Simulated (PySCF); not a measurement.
C2H4ClFOSi. Atoms are numbered in the order given.

```xyz
10

C     -1.3348    -0.9819     1.0512
Si    -0.2670    -0.0973    -0.1629
F     -0.8938    -0.1688    -1.6610
Cl    -0.0423     1.8928     0.3000
C      1.4850    -0.8619    -0.2214
O      1.7470    -1.7836     0.5189
H     -1.4333    -2.0396     0.7613
H     -2.3363    -0.5292     1.1046
H     -0.8728    -0.9428     2.0496
H      2.2663    -0.4531    -0.9175
```

Coordinates come from a ωB97X-D3(BJ)/def2-SVP optimisation. The structure was generated by enumeration; whether it is a known compound was not checked. Other conformers were not sampled.

These are PBE/def2-TZVP in PySCF values and carry that method's errors.

ESP charges are fitted to the potential on shells at 1.4 to 2.0 van der Waals radii. Atomic charges (e):

| atom | meta-Löwdin | ESP fit | Löwdin |
|---|---|---|---|
| C1 | -0.63 | -0.60 | -0.43 |
| Si2 | 1.13 | 0.50 | -0.18 |
| F3 | -0.47 | -0.24 | 0.03 |
| Cl4 | -0.27 | -0.16 | 0.27 |
| C5 | 0.03 | 0.28 | -0.38 |
| O6 | -0.32 | -0.34 | 0.15 |
| H7 | 0.15 | 0.20 | 0.15 |
| H8 | 0.15 | 0.19 | 0.14 |
| H9 | 0.16 | 0.17 | 0.15 |
| H10 | 0.08 | 0.01 | 0.11 |

### Question
Give the Mayer and Wiberg (Löwdin basis) orders of the bonds. (The exact figures need the calculation; the answer reports its results.)

### Answer

```csv
bond,Mayer,Wiberg
C1–Si2,1.03,1.24
Si2–F3,1.15,1.70
Si2–Cl4,1.18,1.82
Si2–C5,0.90,1.03
C5–O6,2.06,2.80
C1–H7,0.93,0.88
C1–H8,0.94,0.89
C1–H9,0.93,0.88
C5–H10,0.88,0.89
```
